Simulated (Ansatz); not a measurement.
Molecule: C3H5O2, charge 0, multiplicity 2. It need not be the lowest isomer of its formula. 
Coordinates optimised at B3LYP-D3(BJ)/def2-TZVP (Ansatz, an electronic-structure program):
```
C
O 1 1.3735
C 2 1.3557 1 119.07
O 3 1.1967 2 125.61 1 1.13
H 1 1.0782 2 116.53 3 -8.06
H 3 1.0955 4 125.86 2 179.98
C 1 1.4741 5 126.00 2 161.96
H 7 1.0897 1 110.02 5 25.96
H 7 1.0939 8 108.52 1 -122.11
H 7 1.0995 8 107.74 9 -115.36
```
Charge 0, spin multiplicity 2.

Parts of the frozen-core correlation energy in STO-3G (Ansatz, hartree). Frozen orbitals: 5; correlated occupied orbitals by spin: 15 and 14; virtual: 10 and 11. UHF or UKS for open shells. Spin-orbit coupling is left out. Non-relativistic.

```json
[
 {"term": "reference (HF)", "value": "-262.74809"},
 {"term": "MP2 opposite-spin", "value": "[?]"},
 {"term": "MP2 same-spin", "value": "-0.04076"},
 {"term": "CCSD correlation", "value": "[?]"},
 {"term": "(T)", "value": "[?]"},
 {"term": "T1 diagnostic", "value": "0.030"},
 {"term": "largest doubles amplitude", "value": "0.093"},
 {"term": "<S^2> of the reference", "value": "0.906"}
]
```

Task: Fill in the missing entries.

Result: 
- MP2 opposite-spin, value: -0.18573
- CCSD correlation, value: -0.29287
- (T), value: -0.00749
